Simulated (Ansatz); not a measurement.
Two shapes of singlet BF₃.

Shape 1:

```xyz
4

B     0.0136   -0.0481   -0.0022
F     1.2932    0.0440   -0.0166
F    -0.6680    1.1296   -0.0481
F    -0.6646   -1.1204    0.0469
```

Shape 2:

```xyz
4

B     0.0000    0.0000    0.0000
F     1.2055    0.0000    0.0000
F    -0.6028    1.0440    0.0000
F    -0.6028   -1.0440    0.0000
```

Basis set: 6-31G* (spherical functions). Left uncorrelated: 4 orbitals. Charge 0, multiplicity 1.

Computed with Ansatz (development build ahead of 0.2.0); each method stands on the lowest determinant of its kind that the runs found.

**Question.** Which shape is lower in energy, and by how much in each method?

**Answer.**

| method | E(2) − E(1) (eV) |
| --- | --- |
| RHF | 0.906 |
| RHF-MP2 | 1.329 |

Shape 1 is lower. Caution: no unrestricted run beside it, a lower state can exist.
